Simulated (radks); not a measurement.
Q: The palladium ion Pd26+, 20 electrons, occupied as [Ar] 3d2. Method: scalar-relativistic Kohn-Sham, PBEsol, spin-polarised, spherical densities, finite nucleus; open shells are filled with parallel spins first (spin-orbit coupling, left out, can overturn this in heavy ions); Fermi nuclear charge, rms radius 4.5318 fm; computed with a radial shooting solver on a logarithmic mesh with Libxc functionals. Some entries of the table are withheld. Estimate them.

orbital,occ.,eigenvalue (hartree),<r> (bohr)
1s up,1,-929.8880,0.03187
1s down,1,-929.8851,0.03187
2s up,1,-171.4014,0.1375
2s down,1,-171.1763,0.1374
2p up,3,-158.2358,0.1198
2p down,3,-158.0666,0.1197
3s up,1,-58.94720,0.3494
3s down,1,-58.69371,0.3500
3p up,3,(1),0.3416
3p down,3,(2),0.3424
3d up,2,(3),0.3068
3d down,0,(4),0.3077

A: 
(1) 3p up eigenvalue (hartree): -54.68475
(2) 3p down eigenvalue (hartree): -54.42056
(3) 3d up eigenvalue (hartree): -48.74280
(4) 3d down eigenvalue (hartree): -48.41597
